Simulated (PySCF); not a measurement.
# CSe₂: one-bond stretch

These are results of PySCF, r2SCAN, basis C def2-TZVP, Se def2-TZVP (no relativity, density fitting), not measurements.

Rigid scan from the singlet minimum (C–Se 1.693 Å (×2); Se–C–Se 180.0°). Coordinate: the bond from C to the last atom (Se) scaled, the rest fixed. Energies in kJ/mol from the minimum.

Predict the curve at 0.92, 0.96, 1.00, 1.05, 1.12, 1.20, 1.35, 1.55, 1.80, 2.20.


```tsv
scale of one bond	E (kJ/mol)	dipole size (D)
0.92	45.7	0.77
0.96	10.1	0.38
1.00	0.0	0.00
1.05	12.0	0.46
1.12	56.9	1.06
1.20	127.4	1.69
1.35	267.0	2.70
1.55	415.1	–
1.80	520.2	–
2.20	580.3	–
```

At long bonds a restricted determinant can lie too high, and another spin state can fall below this curve.

Other isomers or separated fragments may lie lower.
